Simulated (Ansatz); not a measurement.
`CC[Se]C=N` + `C=[CH][Al]([F])[SiH3]` → `C=C[Se]C=N` + `C[CH2][Al]([F])[SiH3]`  (redistribution)

Program: Ansatz. Geometries: PBE0-D4/def2-TZVP. ΔE: electronic, gas phase. CCSD(T)/CBS is the MP2 limit (def2-TZVPP, def2-QZVPP) plus CCSD(T) − MP2 in def2-TZVPP, frozen cores. Functionals use def2-TZVPP. B3LYP here is the variant with VWN-RPA as its local correlation; programs differ in this. For Se outer-core shells are correlated without core-valence functions, which leaves a few kJ/mol of doubt a bond. Scalar relativity is left out up to krypton. Each species was taken in one conformer, which may not be the lowest.

`CC[Se]C=N`:

Z-matrix (Å, degrees):
```
C
C 1 1.513
H 1 1.091 2 111.1
H 1 1.094 2 110.3 3 120.1
H 1 1.092 2 111.4 3 -120.1
Se 2 1.954 1 113.7 3 58.7
H 2 1.091 1 111.8 3 -59.5
H 2 1.092 1 112.3 3 -180.0
C 6 1.910 2 97.1 1 78.9
N 9 1.257 6 128.2 2 -174.3
H 9 1.094 6 112.5 2 6.9
H 10 1.020 9 113.2 6 1.5
```

`C=[CH][Al]([F])[SiH3]`:

Z-matrix (Å, degrees):
```
Si
Al 1 2.450
H 1 1.491 2 110.7
H 1 1.488 2 112.4 3 -120.8
H 1 1.491 2 110.7 3 118.4
C 2 1.930 1 122.2 3 -59.2
F 2 1.655 1 118.5 3 120.8
C 6 1.336 2 118.2 1 -0.1
H 6 1.089 2 124.3 1 179.9
H 8 1.090 6 122.0 2 0.0
H 8 1.088 6 123.1 2 -180.0
```

`C=C[Se]C=N`:

```xyz
10

C     1.140   -0.952    1.866
C     0.369   -0.500    0.887
Se    0.961    0.645   -0.493
C    -0.691    0.775   -1.417
N    -0.788    1.472   -2.458
H     0.729   -1.607    2.625
H     2.189   -0.695    1.951
H    -0.680   -0.773    0.825
H    -1.495    0.194   -0.946
H    -1.733    1.442   -2.838
```

`C[CH2][Al]([F])[SiH3]`:

Cartesian coordinates in Å:
```
C -1.484 0.620 -0.924
C -0.214 0.045 -1.552
Al 1.144 -0.528 -0.273
F 2.554 -1.165 -0.865
Si 0.956 -0.358 2.170
H -1.270 1.495 -0.303
H -1.984 -0.108 -0.279
H -2.209 0.933 -1.680
H 0.249 0.778 -2.225
H -0.455 -0.810 -2.195
H -0.429 -0.673 2.625
H 1.892 -1.266 2.887
H 1.250 1.036 2.614
```

```
             level  ΔE (kJ/mol)  difference from CCSD(T)/CBS
            PBE-D4         16.8                         -9.7
         r2SCAN-D4         20.2                         -6.3
           ωB97X-V         22.5                         -4.0
           ωB97M-V         22.1                         -4.4
            B2PLYP         23.1                         -3.4
               PBE         15.8                        -10.7
             B3LYP         19.9                         -6.6
     HF/def2-TZVPP         31.4                          4.9
SCS-MP2/def2-TZVPP         26.3                         -0.2
   CCSD/def2-TZVPP         26.2                         -0.3
CCSD(T)/def2-TZVPP         26.3                         -0.2
     HF/def2-QZVPP         30.8                          4.3
    MP2/def2-QZVPP         24.9                         -1.6
SCS-MP2/def2-QZVPP         26.2                         -0.3
      HF/CBS(def2)         30.8                          4.3
     MP2/CBS(def2)         25.2                         -1.3
       CCSD(T)/CBS         26.5                            0
```

Largest T1 diagnostic among the species: 0.013.

In def2-TZVPP, CCSD(T) changes the Hartree–Fock value by −5.1 kJ/mol (the triples alone add +0.1 kJ/mol) and MP2 by −6.4 kJ/mol.
